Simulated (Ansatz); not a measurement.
Species: sum formula BOCl (charge 0, singlet). 
Geometry from a B3LYP-D3(BJ)/def2-TZVP (Ansatz, a quantum-chemistry and plane-wave program) optimisation:
```
B
O 1 1.2048
Cl 1 1.6862 2 180.00
```

Basis-set convergence of Hartree-Fock and MP2 correlation energies (hartree) with Ansatz. Valence correlation only, unless marked. No spin-orbit coupling. No relativistic terms.

```tsv
basis	functions	E(HF)	E(corr, MP2)
cc-pV(D+d)Z	51	-559.14093	-0.39912
cc-pV(T+d)Z	99	-559.18586	-0.50972
cc-pV(Q+d)Z	174	-559.19699	-0.55285
```

Extrapolating the two largest sets (X = 3 and 4) as X^-3: E(corr) = (64·(-0.55285) - 27·(-0.50972))/37 = -0.5843 Eh, an estimate of the basis-set limit. The largest set recovers 94.6 % of it, the smallest 68.3 %.
